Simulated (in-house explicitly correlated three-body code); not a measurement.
Computed with an exponentially correlated three-body code. Model: two electrons around a point charge, non-relativistic, variational in 260 exponentially correlated functions (energies converged to about 1e-7 hartree, or 1e-8 relative for large Z).

For this charge the correlation energy is taken as exact minus Hartree-Fock, from which it differs by microhartrees, and the kinetic parts follow from it.

For two electrons in a singlet the Kohn-Sham orbital is the square root of half the density, so the exact Kohn-Sham potential and energy parts follow from the density alone, and exchange is minus half the Hartree energy. The Kohn-Sham level equals minus the binding energy of the second electron.

Command:
```bash
python run_hyl.py task.json out
```
Settings (lengths in bohr, energies in hartree):
```
Z                      11.5
interaction_strength   1
functions              260
states_tried           13
```

Cost of the run: 17 s on 1 thread of AMD EPYC 9R45 96-Core Processor (Zen 5), with other jobs on the host.

**Those bound S and P states to n = 4 that converged, binding against the one-electron ion.**

Given: nuclear charge 11.5.

Computed: one-electron threshold -66.125 hartree.

```json
{"term": "1 1S", "energy (hartree)": "-125.219417", "binding (eV)": "1608", "quantum defect": "0.034169"}
{"term": "2 3S", "energy (hartree)": "-80.5429308", "binding (eV)": "392.33", "quantum defect": "0.044658"}
{"term": "2 3P", "energy (hartree)": "?", "binding (eV)": "?", "quantum defect": "?"}
{"term": "2 1S", "energy (hartree)": "-80.1039736", "binding (eV)": "380.39", "quantum defect": "0.014195"}
{"term": "2 1P", "energy (hartree)": "-79.8224758", "binding (eV)": "372.73", "quantum defect": "-0.0061067"}
{"term": "3 3S", "energy (hartree)": "?", "binding (eV)": "?", "quantum defect": "?"}
{"term": "3 3P", "energy (hartree)": "-72.3150126", "binding (eV)": "168.44", "quantum defect": "0.015796"}
{"term": "3 1S", "energy (hartree)": "-72.3110149", "binding (eV)": "168.33", "quantum defect": "0.014832"}
{"term": "3 1P", "energy (hartree)": "-72.2293532", "binding (eV)": "166.11", "quantum defect": "-0.0050692"}
{"term": "4 3S", "energy (hartree)": "-69.6433391", "binding (eV)": "95.739", "quantum defect": "0.04173"}
{"term": "4 3P", "energy (hartree)": "-69.5973511", "binding (eV)": "94.487", "quantum defect": "0.015604"}
{"term": "4 1S", "energy (hartree)": "-69.5963602", "binding (eV)": "94.461", "quantum defect": "0.015035"}
{"term": "4 1P", "energy (hartree)": "-69.5621954", "binding (eV)": "93.531", "quantum defect": "-0.0047203"}
```

**Question.** What belongs in the row 2 3P?

**Answer.** energy (hartree): -80.1349036; binding (eV): 381.23; quantum defect: 0.016388.

**Question.** What belongs in the row 3 3S?

**Answer.** energy (hartree): -72.4269635; binding (eV): 171.49; quantum defect: 0.042421.

**Converged states only, values per electron or pair.**

```
term  mean r (bohr)  mean r squared (bohr²)  mean inverse r (1/bohr)  mean r12 (bohr)  mean inverse r12 (1/bohr)  mean cosine  mean p1 dot p2 (bohr⁻²)  delta r1 (bohr⁻³)  delta r12 (bohr⁻³)
1 1S        0.13485                 0.02435                   11.188          0.19829                     6.8744    -0.011558                   1.4167             456.66              50.948
2 3S        0.33938                 0.18651                   7.0935          0.57028                      2.065   -0.0039311                  0.10942             267.98                   -
2 3P        0.29884                 0.14244                   7.0746          0.49832                     2.4452    -0.073559                  -8.7018             240.47                   -
2 1S        0.34692                  0.1965                   7.0716          0.57867                     2.4394   -0.0062119                  0.12538             266.74              9.1023
2 1P        0.30486                 0.14915                   7.0577          0.49011                     2.6814     0.056165                   8.4462             242.42              2.5599
3 3S              ?                       ?                        ?                ?                          ?            ?                        ?                  ?                   -
3 3P        0.65386                  0.8098                   6.3367           1.1886                     1.1147    -0.017522                  -2.0132             241.66                   -
3 1S        0.70164                 0.93163                   6.3363           1.2805                     1.1119     -0.00199                 0.039948              249.3              2.6444
3 1P              ?                       ?                        ?                ?                          ?            ?                        ?                  ?                   ?
4 3S         1.1848                  2.8313                   6.0817           2.2443                    0.59296  -0.00057919                 0.013591             245.19                   -
4 3P         1.1517                  2.6891                   6.0795           2.1788                    0.63456   -0.0068859                 -0.78265              241.9                   -
4 1S         1.1994                  2.9061                   6.0794           2.2729                    0.63314  -0.00085887                 0.017258              245.1              1.1051
4 1P         1.1629                  2.7451                   6.0777           2.1997                    0.66256    0.0052301                  0.82132             242.07             0.35531
```

**Question.** What belongs in the row 3 3S?

**Answer.** mean r (bohr): 0.69067; mean r squared (bohr²): 0.89966; mean inverse r (1/bohr): 6.342; mean r12 (bohr): 1.2602; mean inverse r12 (1/bohr): 1.0125; mean cosine: -0.0013265; mean p1 dot p2 (bohr⁻²): 0.032338; delta r1 (bohr⁻³): 249.57.

**Question.** What belongs in the row 3 1P?

**Answer.** mean r (bohr): 0.66238; mean r squared (bohr²): 0.83313; mean inverse r (1/bohr): 6.3322; mean r12 (bohr): 1.2012; mean inverse r12 (1/bohr): 1.1822; mean cosine: 0.013364; mean p1 dot p2 (bohr⁻²): 2.0738; delta r1 (bohr⁻³): 242.1; delta r12 (bohr⁻³): 0.82291.

**Exact Kohn-Sham parts of the ground state from its density.**

Computed: total energy -125.219417 hartree; Kohn-Sham kinetic 125.17 hartree; Hartree energy 13.93 hartree; kinetic part of the DFT correlation energy 0.044827 hartree; potential part of the DFT correlation energy -0.090646 hartree; exact minus restricted Hartree-Fock -0.045819 hartree; Kohn-Sham level -1608 eV; restricted Hartree-Fock level -1608.3 eV; dipole polarisability 0.00058547 bohr³.

**Question.** What is the exchange energy?

**Answer.** -6.9651 hartree.

**Question.** What is the C6 of two such species?

**Answer.** 1.3535e-05 hartree·bohr⁶.

**Density and exact potentials over r, pair density (one pair, times 4 pi r12^2) and exact minus Kohn-Sham pair density over r12.**

| radius (bohr) | radial density (electrons/bohr) | exchange potential (hartree) | intracule density (1/bohr) | Coulomb hole against Kohn-Sham (1/bohr) | correlation potential (hartree) |
| --- | --- | --- | --- | --- | --- |
| 0.0366 | 6.6516 | -10.331 | 0.79527 | -0.04686 | -0.014 |
| 0.0424 | 7.8228 | -10.105 | 1.0358 | -0.05646 | -0.007 |
| 0.0491 | ? | ? | ? | ? | ? |
| 0.0569 | 10.137 | -9.5042 | 1.7013 | -0.07546 | 0.006 |
| 0.0659 | 11.091 | -9.1207 | 2.1315 | -0.08239 | 0.012 |
| 0.0763 | ? | ? | ? | ? | ? |
| 0.0884 | 12.016 | -8.1788 | 3.1353 | -0.08194 | 0.02 |
| 0.102 | 11.787 | -7.6421 | 3.6286 | -0.07125 | 0.02 |
| 0.119 | 10.963 | -7.0191 | 4.08 | -0.05096 | 0.019 |
| 0.137 | 9.7209 | -6.4222 | 4.3449 | -0.02601 | 0.017 |
| 0.159 | 8.0226 | -5.7794 | 4.393 | 0.002898 | 0.013 |
| 0.184 | 6.1673 | -5.1554 | 4.1561 | 0.02783 | 0.009 |
| 0.214 | 4.2934 | -4.5352 | 3.6141 | 0.04378 | 0.006 |
| 0.247 | 2.7595 | -3.9846 | 2.8871 | 0.04656 | 0.003 |
| 0.287 | 1.543 | -3.4587 | 2.0379 | 0.03815 | 0.002 |
| 0.332 | 0.76742 | -3.0028 | 1.2761 | 0.02449 | 0.001 |
| 0.385 | 0.32231 | -2.5946 | 0.67944 | 0.01159 | 0.001 |

**Question.** What belongs in the row 0.0491?

**Answer.** radial density (electrons/bohr): 9.0089; exchange potential (hartree): -9.832; intracule density (1/bohr): 1.3351; Coulomb hole against Kohn-Sham (1/bohr): -0.0663; correlation potential (hartree): -0.001.

**Question.** What belongs in the row 0.0763?

**Answer.** radial density (electrons/bohr): 11.756; exchange potential (hartree): -8.6794; intracule density (1/bohr): 2.6165; Coulomb hole against Kohn-Sham (1/bohr): -0.08523; correlation potential (hartree): 0.017.
